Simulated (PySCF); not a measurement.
PySCF input for 1,1-dichloro-3,3-difluoroprop-1-ene (C3H2Cl2F2), SMILES FC(C=C(Cl)Cl)F, B3LYP/pcSseg-1. Geometry: B3LYP-D3(BJ)/def2-SVP. Other conformers were not sampled.

```python
import numpy as np
from pyscf import gto, scf, dft
from pyscf.prop.nmr import rks as nmr

mol = gto.M(
    atom='''
    F     0.26383662   -2.47353241    1.09533635
    C    -0.08730673   -1.74420011    0.00000000
    F     0.26383663   -2.47353241   -1.09533635
    C     0.66301052   -0.45231550    0.00000000
    C     0.10512140    0.76265297   -0.00000000
    Cl   -1.61063859    1.04199841   -0.00000000
    Cl    1.05732613    2.20926046    0.00000000
    H    -1.18029055   -1.61296005   -0.00000000
    H     1.75259195   -0.53168149   -0.00000001
    ''',
    basis='pcSseg-1',
    charge=0,
    spin=0,
    max_memory=1600,
    verbose=3,
)
mf = dft.RKS(mol, xc='b3lyp')
mf.grids.level = 3
mf.conv_tol = 1e-10
mf.max_cycle = 100
mf.kernel()
n = nmr.NMR(mf)
n.verbose = 2
n.max_cycle_cphf = 60
sigma = n.kernel()
print('atom   isotropic/ppm   span/ppm')
for i, s in enumerate(sigma):
    w = np.linalg.eigvalsh((s + s.T) / 2)
    print(f'{mol.atom_symbol(i):2s}{i + 1:3d} {w.mean():14.3f} {w[2] - w[0]:11.3f}')
```

Program output:

```
converged SCF energy = -1235.54342759145
atom   isotropic/ppm   span/ppm
F   1        294.656     188.357
C   2         60.180      32.303
F   3        294.656     188.357
C   4         46.560     175.075
C   5         23.168     125.573
Cl  6        595.364     544.675
Cl  7        555.789     633.351
H   8         24.967       5.759
H   9         25.336       6.630
```

Self-consistency was reached.
